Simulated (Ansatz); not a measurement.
`[SiH3]N[SiH3]` + `O[SiH2][SiH](O)S` → `O[SiH2]N[SiH3]` + `O[SiH2][SiH2]S`  (redistribution)

Gas-phase electronic energies from Ansatz, PBE0-D4/def2-TZVP geometries. CBS: MP2 limit from def2 TZ/QZ plus the TZ coupled-cluster correction, frozen cores. This one scheme is used for every species. DFT in def2-TZVPP. B3LYP here is the variant with VWN-RPA as its local correlation; programs differ in this. One conformer a species, not always the lowest.

`[SiH3]N[SiH3]`:

```xyz
10

Si    0.640    0.973    1.039
N     0.146    0.363   -0.497
Si   -0.685   -1.104   -0.866
H     0.446   -0.113    2.031
H    -0.150    2.163    1.464
H     2.071    1.384    1.013
H     0.317    0.975   -1.284
H    -0.709   -1.922    0.371
H     0.009   -1.849   -1.951
H    -2.084   -0.870   -1.319
```

`O[SiH2][SiH](O)S`:

Cartesian coordinates in Å:
```
O 0.056 2.129 0.405
Si 1.029 0.826 0.711
Si 0.010 -1.040 -0.275
O -0.353 -0.466 -1.785
S -1.726 -1.675 0.801
H -0.217 2.239 -0.508
H 1.111 0.701 2.186
H 2.405 1.021 0.168
H 0.811 -2.294 -0.339
H -0.917 -1.009 -2.341
H -2.209 -0.432 0.977
```

`O[SiH2]N[SiH3]`:

Z-matrix (Å, degrees):
```
Si
N 1 1.720
O 1 1.645 2 114.4
H 1 1.488 2 105.6 3 -122.3
H 1 1.478 2 110.6 3 115.9
Si 2 1.729 1 127.5 3 -69.6
H 2 1.010 1 115.6 3 108.0
H 3 0.958 1 117.8 2 -59.6
H 6 1.484 2 106.8 1 -9.4
H 6 1.489 2 112.5 1 110.3
H 6 1.488 2 111.1 1 -129.3
```

`O[SiH2][SiH2]S`:

Cartesian coordinates in Å:
```
O -2.008 0.478 0.001
Si -0.678 0.572 0.974
Si 0.936 -0.847 0.036
S 0.756 -0.527 -2.093
H -1.819 0.308 -0.927
H -1.101 0.194 2.346
H -0.120 1.955 1.016
H 0.601 -2.286 0.194
H 2.331 -0.617 0.498
H 1.102 0.771 -2.044
```

```tsv
level	ΔE (eV)
B3LYP-D4	-0.13
PBE0	-0.16
HF/CBS(def2)	-0.13
CCSD/CBS(def2)	-0.15
```

Q: What does CCSD(T)/CBS give? (Estimate.)

A: Computed: -0.16 eV. The listed levels differ from it by 0.03, 0.00, 0.03, 0.01 eV.

Largest T1 diagnostic among the species: 0.012.
